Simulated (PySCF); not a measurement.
Compound: C4H8N2OSSi.
Numbering: `[CH3:1][S@@:2](=[O:3])[c:4]1[cH:5][n:6][cH:7][n:8]1[SiH3:9]`

Probes without a nucleus sit at each ring's centroid and 1 Å off its mean plane on both sides; NICS is minus the shielding there, NICSzz its component along the normal. Level: GIAO KT3/pcSseg-1 (PySCF, non-relativistic, gas phase) on the PBE0-D3(BJ)/def2-SVP geometry, one conformer.

Ring bond lengths (Å): C4–C5 1.376, C5–N6 1.362, N6–C7 1.314, C7–N8 1.364, N8–C4 1.373.

What do the NICS probes read (ppm)?

| ring | type | NICS(0) | NICS(1), two faces | NICS(1)zz, two faces | rms pucker (Å) | centre to ring atoms, mean (Å) |
| --- | --- | --- | --- | --- | --- | --- |
| C4–C5–N6–C7–N8 | 5-membered ring with 2 N; formal bonds all aromatic | -10.3 | -10.5 / -10.0 | -28.0 / -26.3 | 0.00 | 1.15 |

What do they say, and how far can they be read as aromaticity?

- C4–C5–N6–C7–N8: mean NICS(1)zz -27.2 ppm, shielded, aromatic by this magnetic criterion (flat ring, no four-coordinate atom).

How equal are the bonds by HOMA? HOMA = 1 − mean of α(R − Ropt)² over the ring bonds, with Krygowski's 1993 parameters (CC: Ropt 1.388 Å, α 257.7 Å⁻²; CN: Ropt 1.334 Å, α 93.52 Å⁻²).

- C4–C5–N6–C7–N8: HOMA 0.93; the largest term is that of N8–C4, α(R − Ropt)² = 0.14. The geometric and the magnetic index point the same way.

Give the inner angles of the rings.

- C4–C5–N6–C7–N8: C4 107.8°, C5 109.0°, N6 105.5°, C7 113.4°, N8 104.3°; sum 540.0° against 540° for a flat convex ring.

How do the values depend on the level or the medium?

| level | NICS(0), C4–C5–N6–C7–N8 | mean NICS(1)zz, C4–C5–N6–C7–N8 |
| --- | --- | --- |
| KT3/pcSseg-1, gas | -10.3 | -27.2 |
| PBE0/pcSseg-1, gas | -10.4 | -28.1 |

The geometry is the same throughout.

The values belong to the conformer `[CH3:1][S@@:2](=[O:3])[c:4]1[cH:5][n:6][cH:7][n:8]1[SiH3:9]`: C1–S2–C4–C5 86°.
